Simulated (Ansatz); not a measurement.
Calculated with Ansatz (gas phase, PBE0-D4/def2-TZVP geometries, no zero-point term in ΔE). CCSD(T)/CBS adds triple-zeta CCSD(T) − MP2 to the extrapolated MP2 energy (def2 sets, frozen cores). DFT in def2-TZVPP. B3LYP here is the variant with VWN-RPA as its local correlation; programs differ in this. Elements past krypton have def2 core potentials. For Sc, Sn outer-core shells are correlated without core-valence functions, which leaves a few kJ/mol of doubt a bond. Scalar relativity is left out up to krypton. One conformer a species, not always the lowest.

Consider the substitution at a C–C bond: `C[CH2][Sn][NH2]` + `[OH][Sc]([F])[F]` → `C[O][Sc]([F])[F]` + `[CH3][Sn][NH2]`.

| level | ΔE (kJ/mol) | difference from CCSD(T)/CBS |
| --- | --- | --- |
| PBE-D4 | 30.8 | -5.7 |
| r2SCAN-D4 | 30.0 | -6.5 |
| B3LYP-D4 | 28.5 | -8.0 |
| CAM-B3LYP-D4 | 28.3 | -8.2 |
| B2PLYP | 28.9 | -7.6 |
| PBE | 27.5 | -9.0 |
| r2SCAN | 29.1 | -7.4 |
| CCSD/def2-SVP | 23.1 | -13.4 |
| SCS-MP2/def2-TZVPP | 35.8 | -0.7 |
| CCSD(T)/def2-TZVPP | 35.3 | -1.2 |
| CCSD(T)/CBS | 36.5 | 0 |

Largest T1 diagnostic among the species: 0.017.

Leaving LDA and LC-ωPBE aside and taking each functional with its dispersion term where it has one, the values, not all of them listed here, spread over 8.6 kJ/mol, from BLYP-D4 to PBE-QIDH. LDA lies +3.8 kJ/mol from PBE without D4. At CCSD(T), def2-SVP lies −13.1 kJ/mol from the extrapolated value and def2-TZVPP −1.2 kJ/mol. From BLYP to BHLYP (50 % exact exchange), in def2-TZVPP and without D4, ΔE moves by +5.4 kJ/mol.
